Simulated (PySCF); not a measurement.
Bi(Me)3 (C₃H₉Bi), SMILES [CH3][Bi]([CH3])[CH3].

Geometry: B3LYP-D3(BJ)/def2-SVP. The isomer is the one that the SMILES or the coordinates give; other isomers of the formula were not compared. The def2 effective core potentials stand for the cores of Bi; spin–orbit coupling is left out.

Two levels are set side by side: PBE/def2-TZVP (PySCF) and ωB97X/def2-TZVP (PySCF). Same geometry, gas phase. Differences are taken from unrounded values.

```
quantity                     ωB97X    PBE  PBE minus ωB97X
---------------------------  -----  -----  ---------------
orbital gap (eV)             10.51   4.97            -5.53
highest occupied level (eV)  -8.71  -5.66             3.05
lowest empty level (eV)       1.79  -0.69            -2.48
dipole moment (D)             0.48   0.33            -0.15
mean polarisability (bohr³)   90.0   91.9              1.9
```

PBE's occupied levels lie high since its potential decays too fast outside the molecule; exact exchange lowers them and widens the gap. Differences between two approximate levels are no errors against the true value.

Rough cost on one machine, each run with all the roots and properties that it gave: ωB97X against PBE within a factor of 2.
